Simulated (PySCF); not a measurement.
Species: C2H11NOSi2.
Atom-mapped SMILES: `[CH3:1][O:2][CH2:3][SiH2:4][SiH2:5][NH2:6]` (hydrogens: H7, H8, H9 on C1; H10, H11 on C3; H12, H13 on Si4; H14, H15 on Si5; H16, H17 on N6)

Structure used (PBE0-D3(BJ)/def2-SVP), in Å, numbered top down from 1:
```xyz
17
C2H11NOSi2 angstrom
C     -2.4072   -0.0496    1.7047
O     -1.3122    0.2653    0.9011
C     -1.4642   -0.1255   -0.4382
Si     0.1266    0.3818   -1.3528
Si     1.9253   -0.1896    0.0356
N      3.4065   -0.0073   -0.8639
H     -3.3304    0.4563    1.3587
H     -2.6032   -1.1401    1.7246
H     -2.1850    0.2867    2.7273
H     -2.3616    0.3375   -0.8997
H     -1.6004   -1.2249   -0.5251
H      0.1818   -0.3415   -2.6639
H      0.1138    1.8510   -1.6465
H      1.8284    0.6096    1.3042
H      1.8106   -1.6305    0.4253
H      3.5733    0.8717   -1.3421
H      4.2698   -0.3377   -0.4441
```

Level: PBE0/pcSseg-1 in PySCF, non-relativistic, on one gas-phase PBE0-D3(BJ)/def2-SVP geometry that isn't relaxed in the solvent. The solvent is an IEF-PCM continuum (cavity from Bondi-type radii × 1.2). Only the electrostatic response of the medium enters.

| run | E − E(gas) (kcal/mol) | HOMO (eV) | HOMO–LUMO gap (eV) | dipole (D) |
| --- | --- | --- | --- | --- |
| gas | 0.00 | -7.09 | 7.17 | 0.42 |
| P | -1.96 | -7.09 | 7.21 | 0.45 |
| Q | -5.01 | -7.14 | 7.26 | 0.51 |

Q: The runs were made in acetone and cyclohexane. Which run belongs to which solvent?

A: P = cyclohexane, Q = acetone. The dielectric constants are 2.017 (cyclohexane), 20.49 (acetone), and the energy falls further as ε rises. In this model the ground state sees the solvent through ε alone.

Q: How constant is the ratio of the lowering to (ε − 1)/(2ε + 1)?

A: 
```
    solvent  (ε − 1)/(2ε + 1)  E − E(gas) (kcal/mol)  ratio (kcal/mol)  polarisation term (kcal/mol)
cyclohexane             0.202                  -1.96              -9.7                         -2.04
    acetone             0.464                  -5.01             -10.8                         -5.60
```

The ratio changes by +11.2 % in size from cyclohexane to acetone. The polarisation term is half the interaction of the solute with the induced surface charges.
